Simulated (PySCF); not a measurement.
Species: Si(OEt)2H2, `[H][Si]([H])(OCC)OCC`. The columns A, B, C and D hold Mulliken, IAO, Hirshfeld and ESP-fitted charges (e) of one PBE0/pcSseg-1 density (PySCF), in a shuffled order. Coordinates in Å (PBE0-D3(BJ)/def2-SVP); the density's dipole moment is (-1.11, -0.12, -0.78) D.

```json
{"atom": "Si1", "x": "-0.767", "y": "0.028", "z": "-0.532", "A": "+1.203", "B": "+0.966", "C": "+0.560", "D": "+0.441"}
{"atom": "O2", "x": "-0.689", "y": "0.130", "z": "1.114", "A": "-0.638", "B": "-0.631", "C": "-0.443", "D": "-0.224"}
{"atom": "C3", "x": "-1.798", "y": "0.128", "z": "1.977", "A": "-0.032", "B": "+0.023", "C": "+0.459", "D": "+0.013"}
{"atom": "C4", "x": "-1.319", "y": "0.122", "z": "3.410", "A": "-0.413", "B": "-0.290", "C": "-0.471", "D": "-0.119"}
{"atom": "H5", "x": "-2.432", "y": "1.018", "z": "1.794", "A": "+0.118", "B": "+0.106", "C": "-0.030", "D": "+0.035"}
{"atom": "H6", "x": "-2.435", "y": "-0.759", "z": "1.790", "A": "+0.116", "B": "+0.104", "C": "-0.031", "D": "+0.035"}
{"atom": "H7", "x": "-2.170", "y": "0.122", "z": "4.106", "A": "+0.139", "B": "+0.109", "C": "+0.105", "D": "+0.045"}
{"atom": "H8", "x": "-0.704", "y": "-0.769", "z": "3.604", "A": "+0.146", "B": "+0.123", "C": "+0.125", "D": "+0.043"}
{"atom": "H9", "x": "-0.702", "y": "1.011", "z": "3.610", "A": "+0.146", "B": "+0.123", "C": "+0.124", "D": "+0.043"}
{"atom": "O10", "x": "0.807", "y": "-0.024", "z": "-1.024", "A": "-0.638", "B": "-0.631", "C": "-0.423", "D": "-0.224"}
{"atom": "C11", "x": "1.242", "y": "-0.119", "z": "-2.357", "A": "-0.032", "B": "+0.024", "C": "+0.433", "D": "+0.013"}
{"atom": "C12", "x": "2.752", "y": "-0.149", "z": "-2.389", "A": "-0.413", "B": "-0.290", "C": "-0.471", "D": "-0.119"}
{"atom": "H13", "x": "0.835", "y": "-1.032", "z": "-2.834", "A": "+0.117", "B": "+0.105", "C": "-0.026", "D": "+0.035"}
{"atom": "H14", "x": "0.869", "y": "0.742", "z": "-2.948", "A": "+0.117", "B": "+0.105", "C": "-0.024", "D": "+0.035"}
{"atom": "H15", "x": "3.119", "y": "-0.224", "z": "-3.424", "A": "+0.139", "B": "+0.109", "C": "+0.108", "D": "+0.045"}
{"atom": "H16", "x": "3.161", "y": "0.767", "z": "-1.936", "A": "+0.146", "B": "+0.123", "C": "+0.125", "D": "+0.043"}
{"atom": "H17", "x": "3.129", "y": "-1.009", "z": "-1.818", "A": "+0.146", "B": "+0.123", "C": "+0.125", "D": "+0.043"}
{"atom": "H18", "x": "-1.461", "y": "1.222", "z": "-1.110", "A": "-0.184", "B": "-0.150", "C": "-0.123", "D": "-0.092"}
{"atom": "H19", "x": "-1.499", "y": "-1.211", "z": "-0.947", "A": "-0.184", "B": "-0.152", "C": "-0.122", "D": "-0.092"}
```

**Question.** Which column most likely holds the ESP-fitted charges?

**Answer.** C. Σ q r misses the density's dipole by 0.07 D (C), 0.60 D (D), 1.13 D (B), 1.88 D (A). Charges fitted to the outside potential are the only set here that is tied to the molecule's multipoles.

**Question.** And the Hirshfeld charges?

**Answer.** D. The mean sizes are 0.091 e (D), 0.226 e (B), 0.228 e (C), 0.267 e (A), and Hirshfeld charges are commonly the smallest of these schemes.

As computed, A = IAO, B = Mulliken, C = ESP-fitted, D = Hirshfeld. Hydrogens on carbon: IAO +0.12 to +0.15, Mulliken +0.10 to +0.12, ESP-fitted -0.03 to +0.12, Hirshfeld +0.03 to +0.04 e.

The IAO scheme counts the electrons in orthogonalised intrinsic atomic orbitals, a minimal basis polarised so that it spans the occupied orbitals exactly. The ESP scheme fits charges at the nuclei, held to the total charge, to the electrostatic potential on points at 1.4 to 2.0 times the van der Waals radii.

One conformer (not necessarily the lowest) at the PBE0-D3(BJ)/def2-SVP geometry, without solvent, vibrations or thermal averaging.

The run behind these numbers computed NMR shieldings as well. The run took 2.1 min wall, 97 s CPU (with the writing of density and orbital grids) on one thread of an Intel Xeon at 2.50 GHz, shared host with 64 logical CPUs at a one-minute load of 55, and the process peaked at 1.1 GiB of memory.
